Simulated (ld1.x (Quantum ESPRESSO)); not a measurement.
The numbers below are computed, except where a source is named.
**Potentials for thallium (Tl) compared**

Generated with ld1.x 7.5 (TM, RRKJ, ultrasoft, PAW), atompaw 4.2 or ONCVPSP 4.0.1. The cutoff is in Ry: for ld1.x and atompaw files where the sum of valence levels is converged to 10 mRy in a Bessel basis, for ONCV files where the hardest occupied wave has 1 mHa per electron of residual kinetic energy. The error is the largest all-electron minus pseudo excitation energy over each file’s own four to seven test configurations (ionisations up to +4, promotions, holes and added fractions of an electron), all of which were solved. The labels leave out finer settings (local radius, basis sizes, second energies), which also bear on the numbers. Spin-polarised tests are not counted. The rows are a selection from randomly drawn settings: files with unsolved tests, undetermined cutoffs or missed reference levels are left out.

A true bound ghost makes a file unfit for plane-wave use even where its test errors are small: the radial tests pick states by their node count and pass the ghost by.

| potential | cutoff (Ry) | largest error (meV) | bound ghosts |
| --- | --- | --- | --- |
| TM semilocal, LDA (PZ), non-relativistic, rc 2.20/2.75 (sp), local s, core correction yes, reference 6s1 6p0 | 10 | -167 | none |
| TM, BP86, scalar-relativistic, rc 1.75/2.80/3.05 (spd), local d, core correction no, reference 6s2 6p1 | 25 | +173 | s, p |
| TM, PBE, scalar-relativistic, rc 2.15/2.05 (sp), local smoothed, core correction no, reference 6s2 6p1 | 21 | +290 | none |
| RRKJ, PBEsol, scalar-relativistic, rc 2.05/2.15 (sp), local s, core correction no, reference 6s2 6p0 | 21 | +374 | none |

(1) Fill in the row for Tl: TM, LDA (PZ), fully relativistic, rc 2.10/2.15/2.10 (spd), local s, core correction yes, reference 5d10 6s1 6p0.

(2) Fill in the row for Tl: TM, revPBE, fully relativistic, rc 2.20/2.10/1.70 (spd), local s, core correction yes, reference 6s2 6p1.

(3) Fill in the row for Tl: ultrasoft, PBE, fully relativistic, rc 2.00/2.85/1.60 (spd), local smoothed, core correction yes, reference 5d10 6s1 6p0.

Results:

(1) cutoff 50 Ry, largest error -13 meV, bound ghosts: none.

(2) cutoff 21 Ry, largest error -413 meV, bound ghosts: d3/2, d5/2.

(3) cutoff 45 Ry, largest error -188 meV, bound ghosts: none.
